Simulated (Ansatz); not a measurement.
Input file for Ansatz (a program for electronic structure): R-CCSD(T)/aug-cc-pVQZ on CH2O (a complex), monomers drawn apart or pushed together.

Ansatz 0.2 input:
```yaml
crystal:
  periodic: [false, false, false]
  atoms:
    - {symbol: C, position_ang: [0.16870368, 0.34907248, -0.09199768]}
    - {symbol: O, position_ang: [-0.18374212, -0.40427055, -0.84922749]}
    - {symbol: H, position_ang: [0.15561483, 0.33028207, 4.26098996]}
    - {symbol: H, position_ang: [-0.03046977, -0.06509641, 4.86345034]}
basis:
  gaussian:
    orbitals: aug-cc-pVQZ
magnetization: {spin_polarized: false}
correlation: {method: ccsd_t, electrons: outside_noble_gas}
scf: {lower_state_search: off}
```

The log:

```
WARN ansatz: RAYON_NUM_THREADS=1 ignored (pool sized by the plan → 1); use --threads N
Functional definition: HF
these checks for a lower state are left out or cut short: stability, starts, cluster_reference, orbital_swaps, neighbouring_geometries, increment
integrals: 1.55 GiB planned
1508 factors; integrals over basis functions are off by at most 5.9e-4 eV
mean field: 0.65 GiB planned
mean field evaluation 1: about -3098.6442 eV, gradient 2.7e1 eV
mean field evaluation 2: about -3098.6455 eV, gradient 2.7e1 eV
mean field evaluation 4: about -3099.9883 eV, gradient 1.9e0 eV
mean field evaluation 8: about -3100.0011 eV, gradient 9.8e-5 eV
mean field -3100.00105479 eV, -113.9229375074 hartree, gradient 1.6e-6 eV, S^2 0.000000; 0 other end points of the search recorded, 0 dependent functions left out
2 core orbitals not correlated
reference -3100.00105479 eV, -113.9229375074 hartree; 6, 6 occupied and 244, 244 virtual orbitals, 1508 factors
second order -11.33595846 eV of doubles, -0.00000000 eV of singles
coupled cluster: 1.87 GiB planned
cycle   1  -11.02818836 eV  change    3.1e-1 eV  update   9.5e-2
cycle   2  -11.40855059 eV  change   -3.8e-1 eV  update   3.2e-2
cycle   3  -11.51547834 eV  change   -1.1e-1 eV  update   1.5e-2
cycle   4  -11.50108980 eV  change    1.4e-2 eV  update   2.8e-3
cycle   5  -11.50173608 eV  change   -6.5e-4 eV  update   1.0e-3
cycle   6  -11.50194723 eV  change   -2.1e-4 eV  update   2.3e-4
cycle   7  -11.50181455 eV  change    1.3e-4 eV  update   6.3e-5
cycle   8  -11.50182802 eV  change   -1.3e-5 eV  update   1.7e-5
cycle   9  -11.50182490 eV  change    3.1e-6 eV  update   4.6e-6
perturbative correction -0.50711836 eV, -0.0186362559 hartree
Total energy: -3112.00999805 eV, -114.3642580321 hartree
Checks for a lower state left out: stability, starts, cluster_reference, orbital_swaps, neighbouring_geometries, increment
```

The calculation finished and met its thresholds.

Cost: about 12 core-minutes (a rough figure).
